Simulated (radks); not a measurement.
Values are calculated unless marked as measured or tabulated.
Problem. These are the eigenvalues of the occupied orbitals of an atom or ion with whole-number occupations (eV). Code: a radial shooting solver on a logarithmic mesh with Libxc functionals. Model: scalar-relativistic Kohn-Sham, BLYP, spin-polarised, spherical densities, finite nucleus; Fermi nuclear charge, rms radius of each element as measured or else 0.836 A^(1/3) + 0.57 fm.

| orbital | eigenvalue |
|---|---|
| 1s up | -14256.29 |
| 1s down | -14255.80 |
| 2s up | -1963.139 |
| 2s down | -1960.418 |
| 2p up | -1747.138 |
| 2p down | -1744.853 |
| 3s up | -351.2017 |
| 3s down | -347.0572 |
| 3p up | -282.1509 |
| 3p down | -277.9592 |
| 3d up | -168.7451 |
| 3d down | -164.2577 |
| 4s up | -79.6936 |
| 4s down | -75.4366 |
| 4p up | -61.3192 |
| 5p up | -22.0359 |

Which element is it, and in what charge state? The configuration may be excited. Open shells, if any, are filled with parallel spins first.

Solution. Z = 36, krypton, charge +3: Kr3+ in [Ar] 3d8 4s2 4p3 5p2. The list shows which subshells hold electrons but not how many an open one holds; the 1s level, -523.91 hartree, gives Z - s = 32.4 by -(Z - s)^2/2, which with screening and relativity narrows Z to a few neighbours, and the depths of the outer levels then fix element, charge and occupations together.
